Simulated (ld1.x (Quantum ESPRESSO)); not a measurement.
## Transferability test, PAW potential for hydrogen

```json
{"Element": "hydrogen (H)", "Generator": "ld1.x (Quantum ESPRESSO) 7.5", "Type": "PAW", "Functional": "LDA (PZ)", "Relativity": "scalar-relativistic", "Frozen core": "none", "Valence charge": "1", "Reference configuration": "1s1", "Partial waves": "1s (bound): rcut 1.10, rcutus 1.35 bohr; 1s channel at -0.05 Ry: rcut 1.10, rcutus 1.35 bohr; 2p channel at 0.25 Ry: rc 1.35 bohr", "Local potential": "the p channel", "Core correction": "none", "Augmentation charge": "BG, radius 1.20 bohr"}
```

Energies are relative to the spin-unpolarised reference configuration 1s1; without spin polarisation the order of configurations can differ from experiment. Spin-polarised rows fill each open shell by Hund’s rule, majority spin first.

```json
{"valence configuration": "1s0.5", "charge": "+0.5", "ΔE all-electron (eV)": "4.645", "error AE − PS (meV)": "0.0"}
{"valence configuration": "1s1 (spin-polarised)", "charge": "0", "ΔE all-electron (eV)": "-0.897", "error AE − PS (meV)": "0.0"}
{"valence configuration": "1s0.5 (spin-polarised)", "charge": "+0.5", "ΔE all-electron (eV)": "4.258", "error AE − PS (meV)": "0.0"}
```
